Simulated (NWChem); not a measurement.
Species: ZnGeH4S; SMILES [SH][Zn][GeH3]

```xyz
7

Zn     0.0069     0.5678    -0.0012
S     -0.0643     2.7560     0.0010
H      1.2766     2.9379     0.0026
Ge    -0.0123    -1.7801     0.0003
H      0.5434    -2.3806    -1.3168
H      0.8384    -2.3776     1.1510
H     -1.4448    -2.3487     0.1729
```
Atoms are numbered in this order, from 1.

Computed with NWChem. Medium grid unless said otherwise, to which SCAN and Minnesota functionals are sensitive. Coordinates come from a B3LYP/6-31G* (spherical d) optimisation. B3LYP is NWChem's, with the RPA form of VWN correlation. Total energies of different functionals are on different scales.

| level | energy (Ha) | highest occupied level (eV) | orbital gap (eV) | dipole (D) |
|---|---|---|---|---|
| B3LYP/def2-SVP | -4256.4992 | -6.65 | 5.97 | 1.18 |
| PBE/def2-SVP | -4255.6123 | -5.72 | 4.53 | 1.19 |
| LDA (Slater exchange, VWN5)/def2-SVP | -4248.9413 | -5.82 | 4.42 | 1.24 |
| BP86/def2-SVP | -4256.9493 | -5.84 | 4.50 | 1.18 |
| TPSS/def2-SVP | -4256.4016 | -5.88 | 4.78 | 1.20 |
| PW6B95/def2-SVP | -4258.6140 | -7.00 | 6.56 | 1.24 |
| Hartree-Fock/def2-SVP | -4252.4317 | -9.75 | 11.77 | 1.36 |
| M06-2X/def2-SVP | -4256.3482 | -8.12 | 8.20 | 1.29 |
| KT2/def2-SVP | -4275.8123 | -5.79 | 4.48 | 1.19 |
| PBE0/def2-SVP | -4255.7346 | -6.97 | 6.54 | 1.31 |
| OLYP/def2-SVP | -4257.4792 | -5.54 | 4.51 | 1.22 |
